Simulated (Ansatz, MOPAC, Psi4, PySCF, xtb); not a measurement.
Noncovalent pair: CH3F (SMILES CF) (first 5 atoms) with C2H6 (SMILES CC); geometry from B3LYP-D3(BJ)/def2-TZVP, rigid monomers moved along the line of their centres of mass till F2···H12 is 3.76 Å.
(charge 0, multiplicity 1):
```xyz
13

C     -0.52350     0.49054     0.50436
F     -0.42282    -0.84567     0.87486
H      0.28096     1.04886     0.98411
H     -0.43575     0.55976    -0.58045
H     -1.49081     0.87315     0.83073
C     -0.45703     0.40369     5.20364
C      0.95790    -0.16727     5.18582
H     -0.83183     0.50876     6.22379
H     -1.14637    -0.24298     4.65857
H     -0.49309     1.39197     4.73949
H      1.65955     0.48881     5.70525
H      1.31494    -0.30321     4.16388
H      0.99494    -1.14297     5.67426
```

Interaction energies are E(AB) − E(A) − E(B) at the monomers' geometry in the complex; basis-set methods are counterpoise corrected.

Frozen-core correlation. Rows in 6-31G* carry no dispersion term and start afresh at each structure (6-31G* with six Cartesian d functions). MP2/6-31G* freezes PySCF's default core. The state that PM3 reach isn't checked.

Codes used: Ansatz (an electronic-structure program) with Gaussian orbitals; MOPAC for PM3 (differences of heats of formation); Psi4 for SAPT; PySCF for 6-31G* rows, the dispersion terms; xtb for the GFN methods. Values without a source in brackets are computed.

```csv
level,interaction energy (kcal/mol)
GFN-FF,-0.38
PM3,-0.06
PBE/def2-TZVPPD,-0.21
PBE-D3(BJ)/def2-TZVPPD,-0.54
B3LYP/def2-TZVPPD,(withheld)
wB97M-V/def2-TZVPPD,-0.41
MP2/6-31G*,-0.20
CCSD(T)/aug-cc-pVDZ,-0.38
SAPT0/jun-cc-pV(D+d)Z,(withheld)
```

**Question.** Some entries are withheld; supply them.

**Answer.** 
- B3LYP/def2-TZVPPD, interaction energy (kcal/mol): 0.07
- SAPT0/jun-cc-pV(D+d)Z, interaction energy (kcal/mol): -0.27
